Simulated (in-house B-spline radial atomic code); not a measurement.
Results of a calculation; reference values are marked as such.
## Two electrons in Si: a Gaussian well −V exp(−r²/w²) with V = 129 meV and w = 10 nm

For Si the NSM archive of the Ioffe Institute lists m_l = 0.98 m0, m_t = 0.19 m0 and ε = 11.7; the model takes one isotropic valley with the conductivity mass 3/(1/m_l + 2/m_t) = 0.26 m0, and so misses anisotropy and the other valleys. All triplets below are those of one valley; with several valleys two electrons can form a triplet in the 1s orbital itself, at an energy set by the valley splitting.

Effective-mass model with parabolic bands, a uniform dielectric constant, no image charges, no central-cell or spin-orbit terms. Two-electron levels come from full CI in B-splines with partial waves to l = 5 (up to 0.001 effective hartree above the limit).

Question: What are the effective units, and what is the potential in them?

Answer: Ha* = 27211.386 meV × 0.26/11.7² = 51.68 meV and a* = 0.0529177 nm × 11.7/0.26 = 2.381 nm. V = 2.49 Ha* and w = 4.21 a*.

In these units the lowest s and p orbitals lie at -1.749054 and -1.294009, and their Coulomb and exchange integrals are J_ss = 0.542139, J_sp = 0.440109 and K_sp = 0.08547. Full CI gives -3.022297 for the ground singlet, -2.706216 for the sp triplet, -2.584161 for the sp singlet and -2.351236 for the lowest triplet of two s orbitals.

Question: What does it cost to add the second electron, to first order and exactly?

Answer: To first order E = 2ε_s + J_ss = -2.955969, so the charging energy E(2) − 2E(1) is J_ss = 28.02 meV. CI gives -3.022297 − 2 × (-1.749054) = 0.475811, or 24.59 meV: relaxation and correlation lower it by 3.428 meV, 12.2 % of J_ss. The s² configuration of one-electron orbitals holds 94.3 % of the state, and the mean radius is 4.41 nm. The second electron is bound by ε_s − E = 65.81 meV, against 90.4 meV for the first.

Question: How far above the singlet do the triplets lie?

Answer: To first order the sp triplet lies at ε_s + ε_p + J_sp − K_sp = -2.688423, which is 13.83 meV above 2ε_s + J_ss. CI gives -2.706216 − (-3.022297) = 0.316082, or 16.34 meV, 69 % of the orbital spacing of 23.52 meV. The ss triplet lies 34.68 meV up, so the lower of the two is the sp one, and its gap equals k_BT at 190 K. The sp singlet-triplet splitting is 6.308 meV, against 2K_sp = 8.835 meV.
